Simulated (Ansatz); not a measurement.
Cartesian coordinates (Å):
```xyz
10

C      1.7519    -0.4068     0.0449
Si     0.5111     0.7249    -0.2109
C     -1.2997     0.3104     0.1144
O     -1.4958    -1.0354     0.4964
H      2.7852    -0.1921    -0.2008
H      1.5721    -1.3749     0.4984
H      0.7558     2.0629    -0.8005
H     -1.6788     0.9308     0.9323
H     -1.8989     0.5805    -0.7688
H     -1.0028    -1.6002    -0.1053
```
Charge 0, multiplicity 1.

Level of theory: frozen-core CCSD(T)/def2-TZVPP // PBE0-D3(BJ)/def2-TZVP in Ansatz (a first-principles code). The restricted HF reference is unstable towards unrestricted orbitals.

```yaml
HF energy: -443.02250 Ha
MP2 correlation energy: -0.70258 Ha
```

Q: Estimate the CCSD correlation energy, the (T) correction, the total energy and the T1 diagnostic.

A: 
```
Item                            Result
-----------------------  -------------
CCSD correlation energy    -0.73966 Ha
(T) correction             -0.03100 Ha
CCSD(T) total energy     -443.79316 Ha
T1 diagnostic                    0.013
```
